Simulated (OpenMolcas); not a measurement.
## Ag5+: moving or changing the point charges

Ag5+ among 2 point charges of -2 e arranged as a linear pair (D∞h), 2.13 Å from the ion.
```
   0.0000    0.0000    2.1300  -2.00
   0.0000    0.0000   -2.1300  -2.00
```

* Program: OpenMolcas 26.06
* Method: CASSCF
* Basis: ANO-RCC-VDZP [6s5p3d1f]
* Scalar Hamiltonian: DKH2, point nucleus
* Active space: 6 electrons in 5 orbitals (4d)
* State averaging: 2S+1 = 5 even, 5 roots; 2S+1 = 3 even, 45 roots; 2S+1 = 1 even, 50 roots
* Spin-orbit coupling: RASSI with atomic mean-field integrals over the reference wave functions

Runs around this geometry, states (labels by Λ). Energies in cm-1 above the lowest state or level, χT in cm3 K/mol.

| R (Å) | q (e) | Ground state | First state of that spin | First gap with spin-orbit (degeneracies) | χT at 300 K | First state of another spin |
| --- | --- | --- | --- | --- | --- | --- |
| 2.13 | -1 | 5Δ | 5Π 4084 | 951.5 (2, 2) | 4.972 | 3Σ 23895 |
| 1.99 | -2 | 5Δ | 5Π 9873 | 1181 (2, 2) | 4.857 | 3Φ 22775 |
| 2.13 | -2 | 5Δ | 5Π 8193 | 1143 (2, 2) | 4.876 | 3Φ 23416 |
| 2.32 | -2 | 5Δ | 5Π 6460 | 1087 (2, 2) | 4.903 | 3Φ 23894 |

Taking the first state of the same spin as R^-n, n = -ln(6460 / 9873) / ln(2.32 / 1.99) = 2.8 between the shortest and longest distance.

Scaling the charges by -1 / -2 = 0.50 scales the first state of the same spin by 4084 / 8193 = 0.50; with fixed orbitals a first-order splitting would follow the charge.

Without dynamic correlation the repulsion within the d shell is too large (B by tens of per cent), so at a given field states of lower spin stand too high. Point charges give a weaker field than real ligands, and real ions of this kind are as a rule low spin; the high spin found here belongs to the model. This is an electrostatic model: the charges have no orbitals. No measured value stands beside these numbers.
